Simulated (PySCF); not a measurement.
## How methods differ on the ionisation energy of In(25+)

In(25+) [Ar] 3d6 (5D) → In(26+) [Ar] 3d5 (6S), as a difference of total energies. All numbers are calculated (PySCF 2.14, the spin-free X2C one-electron Hamiltonian (Gaussian nucleus), in an uncontracted even-tempered set (19 s from 3.1 bohr⁻², ratio 2.5; 12 p from 4.1 bohr⁻², ratio 2.5; 8 d from 4.1 bohr⁻², ratio 2.5; 4 f from 17 bohr⁻², ratio 2.7; 3 g from 26 bohr⁻², ratio 2.7)). Correlated levels: outer shells: [Ne] frozen; virtual orbitals above 40 to 60 times the deepest correlated orbital energy dropped. The calculations carry no spin-orbit coupling.

```json
{"method": "UHF", "ionisation energy (eV)": "1324.5"}
{"method": "LDA", "ionisation energy (eV)": "1327.0"}
{"method": "PBE", "ionisation energy (eV)": "1327.5"}
{"method": "PBE0", "ionisation energy (eV)": "1327.3"}
{"method": "r2SCAN", "ionisation energy (eV)": "1327.4"}
{"method": "BP86", "ionisation energy (eV)": "1328.0"}
{"method": "PBEsol", "ionisation energy (eV)": "1326.9"}
{"method": "MP2 (outer shells)", "ionisation energy (eV)": "1325.9"}
{"method": "SCS-MP2 (outer shells)", "ionisation energy (eV)": "1326.1"}
```

A first-order spin-orbit estimate (lowest level to lowest level, LS coupling) adds 3.533 eV.

Breit and QED terms and the two-electron picture change are absent.

For comparison: 1328 ± 4 eV (theoretical estimate listed by NIST; NIST Atomic Spectra Database, ionization energies).
